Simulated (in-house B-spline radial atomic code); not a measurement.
Checks on a self-consistent run for the neon ion Ne³⁺, [He] 2p5. Computed with an all-electron radial atomic-structure program (B-spline basis): Dirac-Hartree-Fock, average of configuration, Fermi nucleus of rms radius 3.0055 fm.

| orbital | q | ε (Eh) | <1/r> | <r²> | small-component weight |
| --- | --- | --- | --- | --- | --- |
| 1s1/2 | 2 | -35.77388 | 9.63915 | 0.0334315 | 0.0012327 |
| 2p1/2 | 1.6667 | -3.29543 | 1.70986 | 0.727633 | 0.00015663 |
| 2p3/2 | 3.3333 | -3.28971 | 1.7059 | 0.729991 | 0.00015627 |

Electron-electron repulsion V_ee = 33.9550 hartree.

(1) What total energy follows from the eigenvalues?

(2) Does the Dirac virial theorem hold?

(3) What diamagnetic shielding (Lamb formula) and susceptibility (Langevin formula) do the radii give?

Answers

(1) The eigenvalues count the repulsion twice, so E = Σqε - V_ee = -88.006 - 33.955 = -121.961 hartree; the run printed -121.961.

(2) For a point nucleus E = -2c²Σq·w, with w the small-component weight. Here Σq·w = 0.0032473 and c = 137.0360, so the ratio E/(-2c²Σq·w) is 1.000001.

(3) σ = (α²/3)Σq<1/r> = 27.8144/(3·137.036²) = 493.72 ppm, and χ = -0.79199×10⁻⁶·Σq<r²> = -2.941×10⁻⁶ cm³/mol with Σq<r²> = 3.7129 bohr². Both are non-relativistic formulas without the paramagnetism of open shells.
